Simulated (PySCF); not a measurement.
Symmetry of computed structures. Method: PBE0-D3(BJ)/def2-SVP geometry optimisation, gas phase in PySCF. The symmetry is that of the one conformer found, every atom within 0.08 Å of its image; none is proved a minimum here. The geometries of the anions come from a basis without diffuse functions.

Question: What symmetry has GeBrH3 (`[H][Ge]([H])([H])[Br]`)?

Answer: C3v; prolate symmetric top; symmetry number 3; 6 operations, which sort the 5 atoms into 3 sets; dipole 1.89 D, along the axis; A, B, C = 77994, 2346, 2346 MHz.

Question: [GaF4]-, `[F][Ga-]([F])([F])[F]`: symmetry, top, dipole?

Answer: Td; spherical top; symmetry number 12; 24 operations, which sort the 5 atoms into 2 sets; dipole about the centre of mass forbidden by symmetry (computed 0.00 D); A, B, C = 3141, 3139, 3138 MHz.

Question: [CuF4]- (`[F][Cu-]([F])([F])[F]`): symmetry, top, dipole?

Answer: D4h; oblate symmetric top; symmetry number 8; 16 operations, which sort the 5 atoms into 2 sets; dipole about the centre of mass forbidden by symmetry (computed 0.00 D).

Question: Point group, rotor type and polarity of `FC#CF` (difluoroacetylene)?

Answer: D∞h; linear; symmetry number 2; dipole forbidden by symmetry (computed 0.00 D).
